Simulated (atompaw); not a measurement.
**Cu (Z = 29): one change to a PAW (atompaw) potential, before and after**

```json
{
  "Element": "copper",
  "Generator": "atompaw 4.2.0.5",
  "Type": "PAW",
  "Functional": "PBE",
  "Relativity": "scalar-relativistic",
  "Frozen core": "[Ne]",
  "Valence charge": "19",
  "Reference configuration": "3s2 3p6 3d10 4s1 4p0",
  "Partial waves": "3s (bound): rc 1.20 bohr; 4s (bound): rc 1.60 bohr; 3p (bound): rc 1.05 bohr; 4p (bound, empty): rc 1.60 bohr; 3d (bound): rc 1.60 bohr; 3d channel at 0.3 Ry: rc 1.60 bohr",
  "Local potential": "bessel scheme, radius 1.55 bohr",
  "Core correction": "smooth core density matched at 0.95 bohr",
  "Augmentation charge": "sinc compensation charge, radius 1.45 bohr; PAW radius 1.60 bohr; waves and projectors: modrrkj vanderbiltortho"
}
```

All-electron outer shells of the reference configuration (PBE, scalar-relativistic, ld1.x):

| shell | level (eV) | outermost node (bohr) | outermost maximum (bohr) |
| --- | --- | --- | --- |
| 2s | -1062.47 | 0.07 | 0.20 |
| 2p | -916.98 | – | 0.16 |
| 3s | -114.70 | 0.29 | 0.61 |
| 3p | -72.14 | 0.26 | 0.62 |
| 3d | -5.04 | – | 0.60 |
| 4s | -4.61 | 0.89 | 2.27 |
| 4p | -0.70 | 0.97 | 3.65 |

Change: augmentation sinc compensation charge, radius 1.45 bohr; PAW radius 1.60 bohr; waves and projectors: custom rrkj vanderbiltortho.

Cutoffs: the cutoffs (Ry, on a coarse ladder) from which the occupation-weighted sum of valence levels, in a spherical-Bessel basis at the reference potential, stays within 10 and 1 mRy of its value at 400 Ry; they do not see the model core or the augmentation charge, which bear on the density cutoff.

What does the change do?

The potential gets softer (100 Ry and 160 Ry → 80 Ry and 140 Ry); neither file shows a bound ghost.

| quantity | base | changed |
| --- | --- | --- |
| cutoff, loose | 100 Ry | 80 Ry |
| cutoff, tight | 160 Ry | 140 Ry |
| loose cutoff by channel (10 mRy a level) | s 30 Ry, p 55 Ry, d 30 Ry | s 35 Ry, p 70 Ry, d 35 Ry |
| bound ghosts | none | none |
| s: phases at 1.61 bohr within 0.05 rad from the reference energy up to (Ry; the scan ends near 5) | to the end of the scan | to the end of the scan |
| p: phases at 1.61 bohr within 0.05 rad from the reference energy up to (Ry; the scan ends near 5) | to the end of the scan | to the end of the scan |
| d: phases at 1.61 bohr within 0.05 rad from the reference energy up to (Ry; the scan ends near 5) | to the end of the scan | 4.6 |
| lowest overlap eigenvalue by channel | s 0.73, p 0.57, d 0.07 | s 0.10, p 0.53, d 1.00 |

 The cutoffs see the waves, projectors and local potential, not the compensation charge or the core.
